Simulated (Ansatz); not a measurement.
A calculation with Ansatz (development build ahead of 0.2.0).

```yaml
crystal:
  periodic: [false, false, false]
  atoms:
    - { symbol: Mn, position_ang: [0.0, 0.0, 0.0] }
basis:
  gaussian: { orbitals: def2-SVP }
magnetization:
  spin_polarized: true
  initial_magnetization: 3
hamiltonian:
  xc: hf
scf:
  omitted_lower_state_checks: [stability, starts, atomic_configurations, cluster_reference, orbital_swaps, given_window_search, neighbouring_geometries, increment]
output:
  forces: true
```

The input is written out in the form of the current development build from the run's settings.

Results

```json
{"Converged": "yes", "Total energy": "-1149.53441 hartree", "Spin squared of the determinant": "4.761"}
```

Forces (eV/Å):
```json
{"atom": "Mn1", "Fx": "0.000", "Fy": "0.000", "Fz": "0.000"}
```

This is not the lowest solution: another run reaches a determinant 1.24 eV lower. Caution: another spin multiplicity may lie lower; the unrestricted determinant is a mixture of spin states.
